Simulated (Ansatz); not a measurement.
`[GaH3-][O+]1CCCC1`. Charge 0, multiplicity 1. All single points use the PBE0-D4/def2-TZVP geometry.

```xyz
17

Ga   -2.060   -1.184    0.163
O    -0.245   -0.554   -0.754
C    -0.123    0.847   -1.034
C     0.565    1.444    0.188
C     1.303    0.250    0.825
C     0.968   -0.924   -0.088
H    -3.038   -0.597   -0.925
H    -1.734   -2.726    0.192
H    -1.898   -0.375    1.517
H    -1.124    1.231   -1.226
H     0.483    0.956   -1.939
H    -0.171    1.849    0.881
H     1.241    2.252   -0.096
H     2.381    0.407    0.885
H     0.932    0.068    1.833
H     1.737   -1.080   -0.852
H     0.784   -1.865    0.430
```

(1) What is the dipole moment at ωB97M-V/def2-TZVPP? (Best estimate.)

(2) And with PBE, r2SCAN, B3LYP? (An estimate is asked.)

(3) Give the Mulliken charges with ωB97M-V, r2SCAN, PBE in def2-TZVPP. (Estimate.)

Results:

(1) Computed: 4.57 D, with components (3.97, 2.20, -0.47) D in this frame, pointing from negative to positive charge.

(2) Computed: PBE 4.47 D, r2SCAN 4.56 D, B3LYP 4.56 D.

(3) Computed: 
```csv
atom,ωB97M-V,r2SCAN,PBE
Ga1,0.05,0.12,0.02
O2,-0.23,-0.23,-0.17
C3,-0.10,0.05,-0.02
C4,-0.18,-0.07,-0.14
C5,-0.18,-0.07,-0.14
C6,-0.10,0.05,-0.02
H7,-0.08,-0.11,-0.08
H8,-0.08,-0.11,-0.08
H9,-0.09,-0.12,-0.09
H10,0.14,0.08,0.10
H11,0.12,0.05,0.09
H12,0.12,0.06,0.10
H13,0.10,0.04,0.08
H14,0.10,0.04,0.08
H15,0.12,0.06,0.10
H16,0.12,0.05,0.09
H17,0.14,0.08,0.10
```

B3LYP here is the variant with VWN-RPA as its local correlation; programs differ in this.
